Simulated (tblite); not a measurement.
C₆H₇O₂S (doublet state).
Z-matrix (Å and degrees, GFN2-xTB geometry), rows numbered from 1:
```
C 
C   1  1.4089
O   2  1.2401  1  123.34
C   2  1.4827  1  115.97  3   179.99
C   4  1.3348  2  119.45  1  -179.92
O   5  1.3584  4  121.21  2  -179.94
C   6  1.3252  5  123.72  4  -179.97
C   7  1.4905  6  121.61  5     0.28
S   7  1.6385  6  116.65  5  -179.78
H   1  1.0753  2  119.44  3     0.02
H   1  1.0741  2  121.82  3  -179.99
H   4  1.0778  2  119.19  1     0.09
H   5  1.0819  4  119.78  2    -0.01
H   8  1.0913  7  110.70  6    60.29
H   8  1.0859  7  109.04  6  -179.81
H   8  1.0912  7  110.81  6   -59.86
```

All values are computed: GFN2-xTB (tblite) harmonic vibrations without scaling, gas phase. Errors from tens to a few hundred cm⁻¹ against measured bands are possible. One conformer, not necessarily the lowest. Open shells enter through the occupations alone, without spin polarisation, and single modes of such species can be off by tens of per cent.

Harmonic wavenumbers (cm⁻¹): 35.2, 64.8, 82.0, 113.5, 195.2, 214.1, 261.7, 278.0, 384.6, 406.6, 417.9, 456.4, 485.3, 514.9, 611.8, 710.6, 776.7, 785.3, 906.7, 971.9, 981.4, 984.9, 1018.5, 1096.2, 1168.1, 1204.8, 1239.7, 1275.0, 1303.3, 1374.9, 1395.0, 1450.9, 1453.4, 1514.9, 1614.7, 2987.8, 2998.0, 3068.9, 3071.4, 3110.8, 3116.5, 3167.9.

A = 4432, B = 521.5, C = 468.0 MHz; mass 143.017 u (most abundant isotopes); point group Cs, symmetry number 1; spin multiplicity 2.

What is the zero-point energy?

Half the sum of the wavenumbers: 24635 cm⁻¹ = 70.44 kcal/mol.

Give the ideal-gas entropy at 500 K and 1 bar in the rigid-rotor, harmonic-oscillator model (classical rotation).

Translation 43.38, rotation 31.62, vibration 50.58, spin (R ln 2) 1.38: S = 127.0 cal/(mol K).

And Cp and H(500 K) − H(0)?

Cp = 53.01 cal/(mol K), of which vibrations give 45.06 (their classical limit is 42 R = 83.5); H(500 K) − H(0) = 16.41 kcal/mol without the zero-point energy, 12.44 from vibrations.

How do the functions run with temperature in this model?

```
 T (K)  S (cal/(mol K))  Cp (cal/(mol K))  H − H(0) (kcal/mol)  G − H(0) (kcal/mol)  ln q(vib)
    50             62.2              13.9                 0.53                -2.58       0.76
   100             73.6              19.4                 1.36                -5.99       2.17
298.15            103.5              38.1                 7.12               -23.73       7.70
373.15            112.7              44.3                10.22               -31.85       9.69
   750            150.9              64.7                31.24               -81.89      18.89
  1000            170.5              72.0                48.39              -122.14      24.26
```

q(vib) and H(0) count from the zero-point level.

Which modes carry the vibrational entropy at 500 K?

35.2 cm⁻¹: 6.54; 64.8 cm⁻¹: 5.33; 82.0 cm⁻¹: 4.86; 113.5 cm⁻¹: 4.22; 195.2 cm⁻¹: 3.16; 214.1 cm⁻¹: 2.98 cal/(mol K); the other 36 give 23.49 together.

What must be added to the electronic energy to get the Gibbs energy at 500 K and 1 bar?

ZPE + [H(500 K) − H(0)] − T·S = 70.44 + 16.41 − 63.48 = 23.37 kcal/mol.

Hindered rotation and anharmonicity are outside this model. Other conformers, if any are populated, would add a mixing term that is left out.

Hardware: one thread, Arm Neoverse V2 (aarch64), on a shared host. Cost: 0.52 s. The figure is for the frequency step alone.
